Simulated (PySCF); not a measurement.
CHCl, SMILES [CH]Cl (connectivity only; charge and spin as stated), neutral, multiplicity 1. Coordinates come from a ωB97X-D3(BJ)/def2-TZVPD optimisation. The isomer is the one that the SMILES or the coordinates give; other isomers of the formula were not compared.

TDA-PBE/def2-TZVPD (PySCF) puts the lowest singlet excitations at 1.83, 5.03, 5.34, 5.70, 6.61, 6.65 eV and the lowest triplet (TDA) at 0.39 eV.

What are the lowest singlet roots from EOM-CCSD/aug-cc-pVDZ run with PySCF? (Estimate from the structure and the level; the computed values follow.)

2.01, 5.69, 6.12, 6.51, 6.80, 7.52 eV; triplets 0.51, 5.11, 5.42 eV. S1 differs by 0.19 eV (second minus first; roots are paired by order, and the bases may differ).
